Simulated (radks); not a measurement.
Species: the rhodium ion Rh4+. Configuration: [Ar] 3d10 4s2 4p5 4d5 5d1 (not the ground configuration).

Method: Dirac Kohn-Sham, AM05, spin-unpolarised, spherical densities, finite nucleus; open shells fill j = l - 1/2 first; Fermi nuclear charge, rms radius 4.4945 fm; computed with a radial shooting solver on a logarithmic mesh with Libxc functionals.

Energy parts (Ry):
part                        energy
total                  -9547.26391
kinetic                 9951.88676
electron-nucleus      -22931.86455
Hartree                 3696.72213
exchange-correlation    -264.00825

Orbitals (lengths in bohr, moments of r in powers of bohr; <r^-3> diverges for s and p1/2):
\begin{tabular}{lrrrr}
orbital & occ. & eigenvalue (Ry) & <1/r> & <r^-3> \\ \hline
1s1/2 & 2 & -1695.265 & 47.01 & - \\
2s1/2 & 2 & -249.9834 & 10.78 & - \\
2p1/2 & 2 & -231.9155 & 10.76 & - \\
2p3/2 & 4 & -221.3049 & 10.17 & 3017 \\
3s1/2 & 2 & -48.62445 & 3.741 & - \\
3p1/2 & 2 & -41.55050 & 3.647 & - \\
3p3/2 & 4 & -39.72117 & 3.503 & 528.1 \\
3d3/2 & 4 & -27.17228 & 3.333 & 79.81 \\
3d5/2 & 6 & -26.81072 & 3.296 & 75.53 \\
4s1/2 & 2 & -10.63283 & 1.444 & - \\
4p1/2 & 2 & -8.41439 & 1.337 & - \\
4p3/2 & 3 & -8.09953 & 1.295 & 91.23 \\
4d3/2 & 4 & -4.63672 & 1.055 & 9.813 \\
4d5/2 & 1 & -4.59308 & 1.046 & 9.263 \\
5s1/2 & 0 & -3.28787 & 0.5952 & - \\
5p1/2 & 0 & -2.69085 & 0.5282 & - \\
5p3/2 & 0 & -2.63386 & 0.5158 & 16.60 \\
5d3/2 & 1 & -1.78783 & 0.4031 & 1.704 \\
5d5/2 & 0 & -1.78022 & 0.4012 & 1.621 \\
4f5/2 & 0 & -1.64458 & 0.5128 & 0.3364 \\
4f7/2 & 0 & -1.64362 & 0.5120 & 0.3339 \\
6d3/2 & 0 & -0.97653 & 0.2340 & 0.7346 \\
6d5/2 & 0 & -0.97323 & 0.2331 & 0.6982 \\
\end{tabular}

The highest occupied level is 5d3/2 at -24.325 eV. The configuration is held as typed, so some empty levels lie below it. The density falls to 0.001 e/bohr^3 at r = 4.20 bohr. The electron density at the nucleus is 1.206e+05 e/bohr^3. Summed over all electrons, <r^2> = 32.26 bohr^2, which gives a Langevin (diamagnetic) susceptibility term of -25.5 x 10^-6 cm^3/mol.
